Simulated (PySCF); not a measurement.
Bi(Br)(TeH)2 (BiBrH₂Te₂), SMILES [TeH][Bi]([Br])[TeH].

The structure is a stationary point at B3LYP-D3(BJ)/def2-SVP. The structure was generated by enumeration; whether it is a known compound was not checked. The def2 effective core potentials stand for the cores of Bi, Te; spin–orbit coupling is left out.

All values below come from PBE/def2-TZVP run with PySCF.

**Question.** Estimate the frontier levels, gap, dipole moment and polarisability. (The exact figures need the calculation; the answer reports its results.)

**Answer.** 
The highest occupied level comes out as -5.61 eV and the lowest empty level comes out as -3.15 eV. The orbital gap comes out as 2.46 eV and the dipole moment comes out as 2.93 D. The quadrupole, principal values (traceless, Buckingham form, about the centre of nuclear charge) is -6.94, -0.78, 7.71 D·Å. The mean static polarisability is 160.5 bohr³ (23.78 Å³) and the polarisability, principal values comes out as 116.8, 167.6, 197.2 bohr³.
